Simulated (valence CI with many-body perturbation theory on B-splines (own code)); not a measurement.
# Br²⁹⁺: calculated level list

Computed by valence CI with perturbative core correlation (CI+MBPT): four valence electrons over a frozen Dirac-Fock core [He], a basis of 11 s, 11 p, 9 d, 7 f, 5 g, 2 h, 1 i functions for each j, with the one-electron correlation potential Σ1 (screened to all orders), the two-electron term Σ2, the three-electron term Σ3, Breit, model QED; selected single and double excitations, second order for the rest (own B-spline code, finite nucleus).

The last digits are not significant, and no measured levels were compared; by estimate large intervals hold to a few tenths of a per cent, small ones and those within an open d or f shell to about a per cent. Among the levels kept, up to 300 cm⁻¹ of a level comes from second order outside the variational space, and about a tenth of that is noise between levels of different J, which matters for small intervals.

Levels 91 to 115 of 115, with energies above the lowest level, (2s^2 2p1/2^2) J=0. "Leading %" is the weight of the configuration and term that name the level; weights of strongly mixed levels are sums over their largest components and can fall short. In the jj column 3d3/2^4 stands for four electrons in 3d with j = 3/2. Lifetimes count E1, E2, E3, M1 and M2 decay at the calculated energies, and are blank where another channel may lead or the interval is too uncertain; long ones can be off by a factor of two.

```csv
No.,Configuration,Term,J,E (× 10³ cm⁻¹),Leading %,Leading jj,Lifetime,g
91,2s2p²3p,³F°,3,17008,64,2s 2p1/2 2p3/2 3p3/2 (86 %),137 fs,1.119
92,2s2p²3d,³P,1,17020,45,2s 2p1/2 2p3/2 3d5/2 (86 %),23.6 fs,1.141
93,2s2p²3p,³D°,2,17024,31,2s 2p1/2 2p3/2 3p3/2 (87 %),101 fs,1.100
94,2s2p²3p,³D°,1,17031,45,2s 2p1/2 2p3/2 3p1/2 (79 %),172 fs,1.012
95,2s2p²3d,⁵D,3,17040,42,2s 2p1/2 2p3/2 3d3/2 (43 %),17.7 fs,1.353
96,2s2p²3d,⁵P,2,17044,53,2s 2p1/2 2p3/2 3d3/2 (70 %),12.4 fs,1.619
97,2s2p²3d,⁵P,1,17056,69,2s 2p1/2 2p3/2 3d3/2 (75 %),10.5 fs,2.217
98,2s2p²3p,³P°,1,17070,47,2s 2p1/2 2p3/2 3p3/2 (90 %),139 fs,1.209
99,2s2p²3p,³P°,0,17076,92,2s 2p1/2 2p3/2 3p3/2 (92 %),1.76 ps,
100,2s2p²3p,³D°,2,17093,55,2s 2p1/2 2p3/2 3p3/2 (60 %),117 fs,1.256
101,2s2p²3p,³P°,1,17125,58,2s 2p1/2 2p3/2 3p3/2 (72 %),158 fs,1.336
102,2s2p²3d,³D,2,17132,41,2s 2p1/2 2p3/2 3d5/2 (66 %),25.4 fs,1.119
103,2s2p²3p,³P°,2,17136,33,2s 2p3/2^2 3p1/2 (59 %),201 fs,1.357
104,2s2p²3s,³S,1,17139,53,2s 2p3/2^2 3s (71 %),39.4 fs,1.638
105,2s2p²3d,³P,0,17140,80,2s 2p1/2 2p3/2 3d5/2 (71 %),19.5 fs,
106,2s2p²3d,³D,3,17141,69,2s 2p1/2 2p3/2 3d5/2 (61 %),17.4 fs,1.253
107,2s2p²3p,³D°,3,17147,47,2s 2p3/2^2 3p1/2 (78 %),51.1 fs,1.188
108,2s2p²3d,³F,4,17147,59,2s 2p1/2 2p3/2 3d5/2 (50 %),16.7 fs,1.216
109,2s2p²3d,³D,1,17159,45,2s 2p1/2 2p3/2 3d5/2 (60 %),25.6 fs,0.993
110,2s2p²3s,³P,2,17167,75,2s 2p3/2^2 3s (86 %),107 fs,1.417
111,2s2p²3s,¹P,1,17181,61,2s 2p3/2^2 3s (81 %),55.9 fs,1.070
112,2s2p²3p,³D°,3,17187,64,2s 2p3/2^2 3p3/2 (77 %),167 fs,1.322
113,2s2p²3p,³F°,4,17189,75,2s 2p3/2^2 3p3/2 (82 %),25.2 ps,1.307
114,2s2p²3s,¹S,0,17220,72,2s 2p3/2^2 3s (91 %),150 fs,
115,2s2p²3p,¹P°,1,17238,45,2s 2p3/2^2 3p3/2 (73 %),45.6 fs,1.297
```
